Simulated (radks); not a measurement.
The numbers below are computed, except where a source is named.
Spherical jellium clusters: N electrons in a uniform positive sphere of charge N and radius rs N^(1/3), rs = 5.23 bohr. Level of theory: non-relativistic Kohn-Sham, LDA (Slater exchange, Perdew-Wang correlation), spin-polarised, spherical densities (a radial shooting solver with Libxc functionals). Levels are named by radial order and angular momentum (1s, 1p, 1d, 2s, ...), and open shells are averaged over m.

N = 25, configuration 1s2 1p6 1d10 2s2 1f(up 5, down 0). This is the lowest configuration that the search found. Occupied and some empty levels:

| level | occupation | eigenvalue (eV) | <r> (bohr) |
|---|---|---|---|
| 1s up | 1 | -3.8192 | 9.810 |
| 1s down | 1 | -3.6844 | 9.282 |
| 1p up | 3 | -3.4561 | 11.17 |
| 1p down | 3 | -3.2765 | 10.95 |
| 1d up | 5 | -2.9588 | 12.09 |
| 1d down | 5 | -2.7581 | 12.03 |
| 2s up | 1 | -2.5800 | 9.085 |
| 2s down | 1 | -2.4957 | 9.395 |
| 1f up | 5 | -2.3478 | 12.85 |
| 1f down | 0 | -2.1402 | 12.89 |
| 2p up | 0 | -1.8121 | 10.88 |
| 2p down | 0 | -1.7217 | 10.97 |
| 1g up | 0 | -1.6423 | 13.58 |
| 1g down | 0 | -1.4381 | 13.69 |
| 2d up | 0 | -1.0620 | 12.92 |
| 2d down | 0 | -0.96282 | 13.05 |

Energy (eV): total -45.6408, kinetic 27.354, external -1328.4, Hartree 661.88, exchange-correlation -73.724, background 667.27.

Electron density:

| r (bohr) | n(r) (e/bohr^3) |
|---|---|
| 0.480 | 0.002412 |
| 2.29 | 0.002143 |
| 4.10 | 0.001717 |
| 5.91 | 0.001467 |
| 7.72 | 0.001584 |
| 9.53 | 0.001909 |
| 11.3 | 0.001987 |
| 13.1 | 0.001471 |
| 14.9 | 0.0006825 |
| 16.8 | 0.0002046 |
| 18.6 | 0.00004741 |
| 20.4 | 9.545e-06 |
| 22.2 | 1.785e-06 |
| 24.0 | 3.221e-07 |
